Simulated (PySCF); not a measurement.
Atom-mapped SMILES (the numbers label the heavy atoms): `[BH3-:1]/[CH:2]=[CH:3]/[CH3:4]` (H(Xn): hydrogen on atom n).

Geometry: PBE0-D3(BJ)/def2-SVP; GIAO shifts from PySCF, gas phase, non-relativistic, averaged over equivalent atoms.

At PBE0/pcSseg-1 (108 basis functions, 4.9 s wall time on 1 thread of an Arm Neoverse V2, shared host):
| atoms | δ (ppm) |
| --- | --- |
| B1 | -34.3 |
| C2 | 174.7 |
| C3 | 117.3 |
| C4 | 26.2 |
| H(C2) | 6.72 |
| H(C3) | 5.04 |
| H(C4) | 1.45 |
| H(B1) | 1.15 |

References, each an isolated molecule treated in the same way: BF3·OEt2 for ¹¹B (σref 100.73); ¹³C (σref 184.41) and ¹H (σref 31.27) vs TMS.

Problem. Estimate the result of repeating the calculation with PBE0/pcSseg-2.

Solution. 
```tsv
atoms	δ at PBE0/pcSseg-2	change
B1	-34.9	-0.6
C2	179.6	+4.9
C3	122.1	+4.8
C4	26.7	+0.5
H(C2)	6.75	+0.03
H(C3)	5.29	+0.25
H(C4)	1.65	+0.20
H(B1)	1.16	+0.01
```

Referencing at the same level of theory: BF3·OEt2 for ¹¹B (σref 99.07); ¹³C (σref 184.13), ¹H (σref 31.25) against TMS.

The largest change is at C2 (alkene CH). Cost: 256 basis functions, 18 s wall time on 1 thread of an Arm Neoverse V2, shared host. The order of the carbon signals is the same at both levels.

A carbon bonded to boron is broadened by the quadrupolar boron nucleus and is often missing from a measured spectrum.
